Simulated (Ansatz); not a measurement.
Saddle point of BSiH₇O₃, closed shell (BH₃O₃ ([OH][B]([OH])[OH]) + SiH₄ → BSiH₅O₂ ([OH][B]([OH])[SiH3]) + H₂O; bonds formed: B1–Si6, O2–H5; bonds broken: B1–O2, H5–Si6), PBE0-D4/def2-TZVP structure:

```
12
angstrom
B -0.4130 -0.2340 -0.6779
O 0.8107 0.1702 -1.5670
O -0.6816 -1.5821 -0.5883
O -1.4456 0.6493 -0.9190
H 1.0307 0.4505 -0.4779
Si 0.5509 0.3204 1.4381
H 0.5604 0.9511 -2.0834
H 0.0915 -2.1359 -0.4676
H -2.2965 0.2933 -0.6531
H -0.7703 0.2456 2.1250
H 1.4051 -0.7558 2.0292
H 1.1579 1.6273 1.8422
```

Energies are electronic, without zero-point energy. Barriers and step energies count from the start structure reached by relaxing down the imaginary mode; all methods use the PBE0-D4 structures, on which another method's saddle can fall below an end. Computed with Ansatz 0.2.0 (basis: def2-TZVPP, with def2-QZVPP for the basis limit); correlated methods freeze the cores. B3LYP uses VWN-RPA correlation. Extrapolation: Hartree–Fock as exp(−7.88 √X), correlation as X^−2.97.

```csv
method,barrier (kcal/mol),step energy (kcal/mol)
SPW92,48.48,28.74
PBE-D4,55.64,27.99
BLYP-D4,63.60,30.53
r2SCAN-D4,?,32.03
B97M-V,?,33.16
PBE0-D4,61.38,30.28
B3LYP-D4,67.74,32.28
r2SCAN0-D4,65.27,33.19
BHLYP-D4,74.73,34.86
CAM-B3LYP-D4,69.78,33.49
wB97X-V,67.62,31.83
wB97M-V,?,32.70
B2PLYP,69.73,33.21
PBE-QIDH,66.42,32.49
RPA on PBE,68.50,32.17
HF,90.60,39.84
MP2,67.94,33.07
CCSD,72.48,33.54
CCSD(T),68.76,32.48
```

Fill in the withheld barriers. (An estimate is asked for; the value comes from the calculation.)

By the calculation: B97M-V 65.95; wB97M-V 66.95; r2SCAN-D4 61.56 kcal/mol. Each is the energy of the saddle less that of the start structure, by the same method.

For comparison, the barrier by CCSD(T) at an estimated basis limit (MP2 extrapolated from triple and quadruple zeta, plus CCSD(T) − MP2 in triple zeta) is 68.76 kcal/mol.

No T1 diagnostic of these runs exceeds 0.014.

Labels in which every atom is bracketed show which atoms are joined, not bond orders.

For scale, one of the runs: CCSD(T)/def2-TZVPP, 264 basis functions, launched by `ansatz run in.yaml --threads 8 --pin off --events-out ev --progress --plain --max-ram 19148MiB`. The run took 61 s on 8 CPU threads of an Intel Xeon Platinum 8488C (shared host), with 6.8 GiB of host memory at its peak.
